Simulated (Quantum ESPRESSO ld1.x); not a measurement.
The numbers below are computed, except where a source is named.
Coherent X-ray form factor from a spherical all-electron density. Level of theory: non-relativistic Kohn-Sham, PW91, spin-unpolarised, spherical densities, point nucleus (ld1.x of Quantum ESPRESSO 7.5).

sin(theta)/lambda (1/angstrom)  f0 (electrons)
0.05                                    11.874
0.1                                     11.518
0.15                                    10.992
0.2                                     10.370
0.25                                     9.721
0.3                                      9.094
0.4                                      7.984
0.5                                      7.050
0.6                                      6.216
0.8                                      4.724
1                                        3.522
1.25                                     2.506
1.5                                      1.920
2                                        1.405

The species is in the configuration that NIST lists as its ground one. Which atom or ion scatters so?

Answer. The sulfur ion S4+, [Ne] 3s2. Extrapolating in s^2 from the first two rows gives f0(0) = 12.0, near the electron count 12; among species with that count, the fall with angle is slower the higher Z, and the table is that of Z = 16; from so few rows the species is fixed only to a neighbour or two.
